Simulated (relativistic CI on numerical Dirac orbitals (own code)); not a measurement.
Radial parameters of Ba XI

Method of calculation: Dirac-Coulomb-Breit CI, KLI orbitals optimised for each configuration, model QED, unscaled Slater integrals (own radial code, finite nucleus).

Slater integrals F^k, G^k are unscaled and averaged over j, outside the closed core [Ar] 3d10; ζ comes from projecting the Hamiltonian with its Breit term on Σ l·s of the shell.

- 4s2 4p6 4d9 4f: ζ(4d) = 8452.9, F^2(4d,4f) = 114420, F^4(4d,4f) = 73897, G^1(4d,4f) = 136360, G^3(4d,4f) = 86031, G^5(4d,4f) = 60965, ζ(4f) = 466.14 cm⁻¹; <r>(4d) = 0.7755, <r^2>(4d) = 0.6921, <r>(4f) = 0.9338, <r^2>(4f) = 1.034 (bohr units).
- 4s2 4p6 4d9 5s: ζ(4d) = 8609.1, G^2(4d,5s) = 20904 cm⁻¹; <r>(4d) = 0.7696, <r^2>(4d) = 0.6817, <r>(5s) = 1.402, <r^2>(5s) = 2.188 (bohr units).
- 4s2 4p6 4d9 5p: ζ(4d) = 8645.2, F^2(4d,5p) = 52510, G^1(4d,5p) = 15791, G^3(4d,5p) = 15764, ζ(5p) = 19387 cm⁻¹; <r>(4d) = 0.7688, <r^2>(4d) = 0.6801, <r>(5p) = 1.52, <r^2>(5p) = 2.578 (bohr units).

Averages of the first 10 configurations, taken without configuration mixing, which lowers the lowest level and can move excited configurations by several eV; other configurations of the list can lie among them:

```csv
Configuration,Parity,States,Average energy above the lowest level (eV)
4s2 4p6 4d10,even,1,0.0
4s2 4p6 4d9 4f,odd,140,100.6
4s2 4p6 4d9 5s,even,20,78.4
4s2 4p6 4d9 5p,odd,60,98.9
4s2 4p5 4d10 4f,even,84,204.3
4s2 4p6 4d9 5d,even,100,128.6
4s2 4p6 4d9 6s,even,20,149.2
4s 4p6 4d10 4f,odd,28,272.7
4s2 4p6 4d9 6p,odd,60,158.3
4s2 4p6 4d9 5f,odd,140,159.9
```
